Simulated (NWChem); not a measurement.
Lowest excitation of HBrPb

```
Pb
H 1 1.8606
Br 1 2.6349 2 93.56
```
Charge 0, spin multiplicity 1.

All runs are NWChem calculations. The geometry was optimised at PBE0/def2-SVP with def2 effective core potentials on Pb, a minimum by its harmonic frequencies.

Basis set: def2-SVPD.

Costs are rough ratios of processor time within this set of runs, SCF included, with EOM-CCSD as 1.

Effective core potentials replace the inner electrons of Pb; spin-orbit coupling is left out. The correlated methods keep 13 core orbitals frozen. B3LYP has NWChem's definition, with VWN1-RPA local correlation. The structure started from a generated list of species. No row is a measurement; the coupled-cluster row has its own basis-set and correlation limits.

| method | lowest vertical singlet excitation energy (eV) | relative cost |
|---|---|---|
| TD-B3LYP | [?] | under 3 |
| TD-PBE0 | [?] | under 3 |
| EOM-CCSD | 2.80 | 1 |
| CIS | 3.19 | under 3 |
| TD-PBE | 2.34 | under 3 |

Problem. Complete the blanks.

Solution. 
- TD-B3LYP, lowest vertical singlet excitation energy (eV): 2.52
- TD-PBE0, lowest vertical singlet excitation energy (eV): 2.65
